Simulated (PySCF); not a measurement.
FH3MgOSi. Atoms are numbered in the order given.

```xyz
7

Mg     0.0000     0.0000     1.2681
F      0.0000     0.0000     3.0256
O      0.0000     0.0000    -0.5188
Si     0.0000     0.0000    -2.1572
H     -1.2105     0.6989    -2.6987
H      0.0000    -1.3978    -2.6987
H      1.2105     0.6989    -2.6987
```
Charge 0, spin multiplicity 1.

The structure is a stationary point at PBE0-D3(BJ)/def2-SVP. One conformer was computed; it need not be the lowest.

Level of theory: PySCF with PBE0/pcSseg-2.

GIAO shieldings, no solvent; atoms alike by connectivity are averaged. δ = σ(ref) − σ: ¹⁹F against CFCl3 (σ = 165.8 ppm); ¹⁷O against H2O (σ = 327.8 ppm); ²⁹Si against TMS (σ = 341.9 ppm); ¹H against TMS (σ = 31.54 ppm), references at their B3LYP-D3(BJ)/def2-TZVP geometries, non-relativistic.

Computed chemical shifts:
```json
[
 {"nucleus": "¹⁹F", "atoms": "F2", "count": "1", "δ (ppm)": "-265.9"},
 {"nucleus": "¹⁷O", "atoms": "O3", "count": "1", "δ (ppm)": "-10.4"},
 {"nucleus": "²⁹Si", "atoms": "Si4", "count": "1", "δ (ppm)": "-43.0"},
 {"nucleus": "¹H", "atoms": "H5, H6, H7", "count": "3", "δ (ppm)": "5.53"}
]
```
